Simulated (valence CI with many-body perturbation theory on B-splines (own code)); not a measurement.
The numbers below are computed, except where a source is named.
**Energy levels of Cs XIV**

Level of theory: relativistic CI+MBPT: six valence electrons over a frozen Dirac-Fock core [Kr], a basis of 7 s, 7 p, 8 d, 6 f, 4 g, 1 h functions for each j, with the one-electron correlation potential Σ1, the two-electron term Σ2, the three-electron term Σ3, Breit, model QED; selected CI, second order for the rest, scaled by the run's own slope (own B-spline code, finite nucleus).

No measured levels were compared; by estimate terms of the open shell hold to 2 to 4 % of their energy, and close levels can change places. Core correlation moves these levels by up to 9100 cm⁻¹, and in measured spectra 5 to 20 % of such shifts remained as error; rates that hang on mixing are uncertain with them. Among the levels kept, up to 1000 cm⁻¹ of a level comes from second order outside the variational space, and about a tenth of that is noise between levels of different J, which matters for small intervals. The list stops below the first excitations out of the core. Only levels of the ground parity were solved; by the run's estimate the other parity begins above the list, which can be wrong where configurations are misplaced.

Levels 1 to 34 of 34, with energies above the lowest level, 4d⁶ ⁵D_4. "Leading %" is the weight of the configuration and term that name the level; weights of strongly mixed levels are sums over their largest components and can fall short.

```csv
No.,Configuration,Term,J,E (cm⁻¹),Leading %,Second component,g
1,4d⁶,⁵D,4,0.0,82,14 % 4d⁶ ³F,1.452
2,4d⁶,⁵D,2,11275,63,24 % 4d⁶ ³P,1.452
3,4d⁶,⁵D,3,11959,91,5 % 4d⁶ ³F,1.473
4,4d⁶,⁵D,1,17396,82,14 % 4d⁶ ³P,1.469
5,4d⁶,⁵D,0,18138,78,16 % 4d⁶ ³P,
6,4d⁶,³H,4,30498,27,24 % 4d⁶ ³G,1.051
7,4d⁶,³H,6,36915,83,16 % 4d⁶ ¹I,1.139
8,4d⁶,³H,5,37493,51,48 % 4d⁶ ³G,1.113
9,4d⁶,³P,2,39663,42,34 % 4d⁶ ⁵D,1.382
10,4d⁶,³F,3,44742,50,34 % 4d⁶ ³G,0.992
11,4d⁶,³F,2,46005,71,14 % 4d⁶ ³P,0.834
12,4d⁶,³H,4,52657,55,35 % 4d⁶ ³F,1.001
13,4d⁶,¹S,0,55329,56,27 % 4d⁶ ³P,
14,4d⁶,³D,1,56147,67,24 % 4d⁶ ³P,0.821
15,4d⁶,³G,5,58172,51,48 % 4d⁶ ³H,1.118
16,4d⁶,³G,4,58443,61,19 % 4d⁶ ¹G,1.079
17,4d⁶,³D,2,59573,66,19 % 4d⁶ ³P,1.174
18,4d⁶,³D,3,62207,66,23 % 4d⁶ ³F,1.267
19,4d⁶,³G,3,64231,56,26 % 4d⁶ ³F,0.923
20,4d⁶,¹I,6,65676,83,16 % 4d⁶ ³H,1.025
21,4d⁶,³P,0,69441,94,4 % 4d⁶ ¹S,
22,4d⁶,³P,1,70576,68,26 % 4d⁶ ³D,1.232
23,4d⁶,¹F,3,74379,63,32 % 4d⁶ ³F,1.021
24,4d⁶,¹G,4,78251,67,19 % 4d⁶ ³F,1.026
25,4d⁶,¹D,2,80279,58,19 % 4d⁶ ³P,1.044
26,4d⁶,³P,1,88494,91,4 % 4d⁶ ⁵D,1.475
27,4d⁶,³F,4,96166,81,8 % 4d⁶ ¹G,1.206
28,4d⁶,³F,2,97307,89,5 % 4d⁶ ³D,0.716
29,4d⁶,³P,0,105000,55,38 % 4d⁶ ¹S,
30,4d⁶,³P,2,108600,75,13 % 4d⁶ ¹D,1.391
31,4d⁶,³F,3,109050,59,25 % 4d⁶ ¹F,1.068
32,4d⁶,¹G,4,111120,82,13 % 4d⁶ ³F,1.028
33,4d⁶,¹D,2,135650,95,,1.001
34,4d⁶,¹S,0,174620,93,4 % 4d⁶ ³P,
```

Names give the largest LS component (configuration and term), which can be under half, so a name can repeat, a term be missing and a line seem to break the LS rules; names also repeat where a configuration has a term twice.

Where two levels of one J and parity lie close, their mixing, g and order are uncertain.

The ionisation energy to 4d⁵ ⁶S5/2 of the next ion comes out as 318.1 eV (NIST: 316 ± 3 eV (theoretical)). All 34 levels together are meant to be complete up to 519540 cm⁻¹.
